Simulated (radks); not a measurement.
Results of a calculation; reference values are marked as such.
Initial-state core-level shifts of neutral bismuth when its valence configuration changes from [Hg] 6p3. Level of theory: Dirac Kohn-Sham, LDA (Slater exchange, Perdew-Wang correlation), spin-unpolarised, spherical densities, finite nucleus; open shells fill j = l - 1/2 first; Fermi nuclear charge, rms radius 5.5211 fm (a radial shooting solver on a logarithmic mesh with Libxc functionals). Shifts are changes of the shell-averaged eigenvalues in eV (positive: less bound); the change of the density at the nucleus, which sets a Mossbauer isomer shift, is in e/bohr^3, on a base of 2.957e+06.

valence	1s	2s	2p	3p	density at nucleus
[Xe] 4f14 5d9 6s2 6p4	-6.206	-6.445	-6.433	-6.348	+102.0
[Xe] 4f14 5d10 6s1.5 6p3.5	-1.044	-1.017	-1.016	-1.022	-145.6
[Xe] 4f14 5d10 6p5	-3.995	-3.886	-3.880	-3.904	-621.9
[Xe] 4f14 5d10 6s1 6p4	-2.055	-2.001	-1.998	-2.009	-298.0
[Xe] 4f14 5d7 6s2 6p6	-18.858	-19.661	-19.619	-19.293	+312.2
[Xe] 4f14 5d9.5 6s1.5 6p4	-4.108	-4.198	-4.190	-4.156	-103.7
[Xe] 4f13 5d10 6s2 6p4	-20.920	-22.599	-22.389	-24.851	+356.4
[Xe] 4f13 5d10 6s1 6p5	-22.886	-24.511	-24.297	-26.771	+16.3
[Xe] 4f13.5 5d10 6s2 6p3.5	-10.364	-11.190	-11.087	-12.308	+176.4
